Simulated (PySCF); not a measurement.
The potential of point charges around `N#CC(C#N)C#N`

Species: `N#CC(C#N)C#N`. Coordinates (GFN2-xTB, Å) and charges (e) from the PBE0/pcSseg-1 density (PySCF):

```json
{"atom": "N1", "x": "-1.627", "y": "-1.767", "z": "-0.688", "Mulliken": "-0.1853", "IAO": "-0.1646", "Hirshfeld": "-0.1611", "ESP-fitted": "-0.4105"}
{"atom": "C2", "x": "-0.891", "y": "-1.026", "z": "-0.231", "Mulliken": "+0.1949", "IAO": "+0.1448", "Hirshfeld": "+0.1023", "ESP-fitted": "+0.5062"}
{"atom": "C3", "x": "0.049", "y": "-0.078", "z": "0.351", "Mulliken": "-0.2816", "IAO": "-0.1880", "Hirshfeld": "+0.0625", "ESP-fitted": "-0.5802"}
{"atom": "C4", "x": "-0.478", "y": "1.274", "z": "0.225", "Mulliken": "+0.1948", "IAO": "+0.1448", "Hirshfeld": "+0.1023", "ESP-fitted": "+0.5037"}
{"atom": "N5", "x": "-0.891", "y": "2.331", "z": "0.125", "Mulliken": "-0.1853", "IAO": "-0.1646", "Hirshfeld": "-0.1611", "ESP-fitted": "-0.4092"}
{"atom": "C6", "x": "1.328", "y": "-0.170", "z": "-0.341", "Mulliken": "+0.1949", "IAO": "+0.1448", "Hirshfeld": "+0.1023", "ESP-fitted": "+0.5023"}
{"atom": "N7", "x": "2.327", "y": "-0.242", "z": "-0.883", "Mulliken": "-0.1853", "IAO": "-0.1646", "Hirshfeld": "-0.1611", "ESP-fitted": "-0.4083"}
{"atom": "H8", "x": "0.193", "y": "-0.314", "z": "1.416", "Mulliken": "+0.2529", "IAO": "+0.2473", "Hirshfeld": "+0.1138", "ESP-fitted": "+0.2959"}
```

Points outside the species (Å): A (4.5, 1.3, -0.3); B (-0.9, -2.5, 2.5); C (-1.7, -2.5, -4.0).

Find the potential V = 14.3996 V·Å × Σ q/r of each set of charges at these points.

In volts:

```tsv
point	nearest atom	distance (Å)	Mulliken	IAO	Hirshfeld	ESP-fitted
A	N7	2.73	-0.131	-0.127	-0.118	-0.236
B	H8	2.67	+0.546	+0.554	+0.460	+0.797
C	N1	3.39	-0.163	-0.168	-0.135	-0.222
```

How far are the other sets from the ESP-fitted one at these points?

Root-mean-square difference: IAO 0.157 V, Mulliken 0.161 V, Hirshfeld 0.212 V. The ESP scheme is a least-squares fit of atom-centred charges to the potential on four shells outside the van der Waals surface, with the total charge fixed.

What energy would a point charge of -2 e have at B in the field of the ESP charges, leaving out polarisation?

-1.594 eV = -153.8 kJ/mol, an attraction.

Geometry: GFN2-xTB; no solvent, vibrations or thermal averaging.

These values come from a run that also computed NMR shieldings. The run took 4.9 s on one thread of an x86-64 server, no GPU (shared host).
